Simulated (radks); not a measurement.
Results of a calculation; reference values are marked as such.
Valence configurations of Tc+ (all share [Kr]). Level of theory: Dirac Kohn-Sham, BLYP, spin-unpolarised, spherical densities, finite nucleus; open shells fill j = l - 1/2 first; Fermi nuclear charge, rms radius 4.4112 fm (a radial shooting solver on a logarithmic mesh with Libxc functionals). Energies are relative to 4d5 5s1; eigenvalues in eV.

valence,E (eV),e(4d3/2),e(4d5/2),e(5p1/2),e(5s1/2)
4d6,-1.644,-11.541,-11.273,-,-
4d5.5 5s0.5,-0.995,-12.761,-12.480,-,-10.847
4d5 5s1,0.000,-14.062,-13.767,-,-11.409
4d5.5 5p0.5,1.109,-13.317,-13.033,-6.988,-
4d4.5 5s1.5,1.373,-15.435,-15.127,-,-11.983
4d5 5s0.5 5p0.5,2.193,-14.613,-14.317,-7.358,-11.776
4d4 5s2,3.154,-16.872,-,-,-12.566
4d5 5p1,4.419,-15.150,-14.851,-7.643,-
4d4 5s1 5p1,7.946,-17.935,-,-8.387,-13.244
4d3.5 5s1.5 5p1,10.521,-19.431,-,-8.769,-13.818

NIST lists [Kr] 4d5 5s1 as the ground configuration; this level of theory puts 4d6 lower, by 1.644 eV. The energies are those of spherical spin-averaged densities, not of single terms.
